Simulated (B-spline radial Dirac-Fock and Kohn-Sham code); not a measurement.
**Radiative decay of the 1s hole in Fe³⁺**

System: iron as Fe³⁺, configuration 1s2 2s2 2p6 3s2 3p6 3d5, inside a Watson sphere of charge -3 and radius 2.7 Å (a model of the Madelung potential; inside it an electron's potential energy is raised by 16.0 eV).

The computed values come from a B-spline atomic structure program: a relativistic independent-particle model: LDA orbitals of the hole state, radiative multipoles to third order, Auger rates from the Coulomb interaction with a continuum orbital, Dirac-Fock energies.

| line | multipole | energy (eV) | rate (s⁻¹) | share (%) |
| --- | --- | --- | --- | --- |
| K-L2 | E1 | 6389.2 | 1.88e+14 | 30.0 |
| K-L3 | E1 | 6401.4 | 3.69e+14 | 58.8 |
| K-M2 | E1 | 7056.3 | 2.35e+13 | 3.75 |
| K-M3 | E1 | 7057.9 | 4.64e+13 | 7.39 |

The listed lines hold 100.0 % of the radiative rate. The radiative width is 0.413 eV in the length form and 0.427 eV in the velocity form; the two differ because the transition energies are not eigenvalue differences of the potential that gave the orbitals. Kα2/Kα1 is 0.511 and Kβ/Kα is 0.125.
